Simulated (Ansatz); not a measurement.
Ansatz (an electronic-structure program) input:

Ansatz 0.2 input:
```yaml
crystal:
  periodic: [false, false, false]
  atoms:
    - {symbol: Cu, position_ang: [-0.00000000, -0.00000000, -0.77981385]}
    - {symbol: Cl, position_ang: [0.00000000, 0.00000000, 1.33027069]}
basis:
  gaussian:
    orbitals: def2-TZVP
hamiltonian:
  xc: b3lyp
  dispersion: d3bj
total_charge: 1
magnetization: {spin_polarized: true, initial_magnetization: 1}
phonons: {temperatures: {t_min: 298.15, t_max: 298.15, t_step: 100}}
```

Task: What final total energy does it print?

Result: -2100.46883 Eh (B3LYP-D3(BJ)/def2-TZVP). The basis has 82 functions.

The spin state was set by rule; other spins were not relaxed.
